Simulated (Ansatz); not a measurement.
Reactions of `FBO[SiH3]`.

Program: Ansatz. Geometries: PBE0-D4/def2-TZVP. ΔE: electronic, gas phase. CCSD(T)/CBS adds triple-zeta CCSD(T) − MP2 to the extrapolated MP2 energy (def2 sets, frozen cores). This one scheme is used for every species. Elements past krypton have def2 core potentials. For Sn outer-core shells are correlated without core-valence functions, which leaves a few kJ/mol of doubt a bond. One conformer a species, not always the lowest.

```tsv
reaction	MP2/CBS(def2) (eV)	CCSD(T)/CBS(def2) (eV)
`FBO[SiH3]` → `BO[SiH2]F`	0.02	0.05
`FBO[SiH3]` + `OCF` → `FCOBO[SiH3]` + H–F	0.15	0.17
`FBO[SiH3]` + H₂S → `[SiH3]OBS` + H–F	0.74	0.80
`FBO[SiH3]` → `B[SiH](O)F`	1.79	1.76
`FBO[SiH3]` + `F[CH]([AlH2])[SiH3]` → `[AlH2][BH]O[SiH3]` + `FC(F)[SiH3]`	2.75	2.61
`FBO[SiH3]` + `N[SiH3]` → `FBN[SiH3]` + silanol	0.17	0.18
`FBO[SiH3]` + silanol → `[SiH3]OBO[SiH3]` + H–F	0.06	0.08
`FBO[SiH3]` + `OC[SiH](F)F` → `OCBO[SiH3]` + `F[SiH](F)F`	-0.22	-0.20
`FBO[SiH3]` + HCl → `[SiH3]OBCl` + H–F	0.47	0.54
`FBO[SiH3]` + `[NH2][SnH3]` → `[SiH3][NH][SnH3]` + `OBF`	0.25	0.26
```

Largest T1 diagnostic: 0.013, for `[AlH2][BH]O[SiH3]`.
